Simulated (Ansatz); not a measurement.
Ansatz (a program for electronic structure) input:

Ansatz 0.2 input:
```yaml
crystal:
  periodic: [false, false, false]
  atoms:
    - {symbol: Al, position_ang: [0.15646945, 1.00339039, 1.21586337]}
    - {symbol: I, position_ang: [-0.16324767, 1.53410160, -1.49814572]}
    - {symbol: I, position_ang: [0.12486837, -1.78021623, 1.19991508]}
basis:
  gaussian:
    orbitals: def2-TZVP
hamiltonian:
  xc: b3lyp
  dispersion: d3bj
total_charge: -1
phonons: {temperatures: {t_min: 298.15, t_max: 298.15, t_step: 100}}
```

**Question.** Which total energy does the run end on?

**Answer.** -838.25666 Eh (B3LYP-D3(BJ)/def2-TZVP). The basis has 137 functions.
